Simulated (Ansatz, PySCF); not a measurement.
Species: C2H4N, charge 0, multiplicity 2. It need not be the lowest isomer of its formula. 
Geometry from a B3LYP-D3(BJ)/def2-TZVP (Ansatz, a program for electronic structure) optimisation:
```xyz
7

C      1.0609    -0.4281     0.1001
N      0.0598     0.4012     0.3023
C     -1.0973     0.1834    -0.2844
H      2.0074    -0.2363     0.5895
H      0.9717    -1.3062    -0.5459
H     -1.2666    -0.6720    -0.9447
H     -1.9123     0.8742    -0.1089
```
Charge 0, spin multiplicity 2.

Dipole moments at this geometry, in debye (magnitudes).

| level | program | dipole (D) |
|---|---|---|
| HF/def2-TZVPD | PySCF | 1.61 |
| PBE/def2-TZVPD | Ansatz | 1.42 |
| TPSS/def2-TZVPD | PySCF | 1.45 |
| PBE0/def2-TZVPD | Ansatz | 1.51 |
| TPSSh/def2-TZVPD | PySCF | 1.48 |
| r2SCANh/def2-TZVPD | Ansatz | (withheld) |
| M06-2X/def2-TZVPD | PySCF | 1.59 |
| CAM-B3LYP/def2-TZVPD | Ansatz | 1.57 |
| wB97X-V/def2-TZVPD | Ansatz | 1.57 |
| CCSD(T)/aug-cc-pVDZ | Ansatz | (withheld) |

What belongs in the gaps?


- r2SCANh/def2-TZVPD, dipole (D): 1.50
- CCSD(T)/aug-cc-pVDZ, dipole (D): 1.52
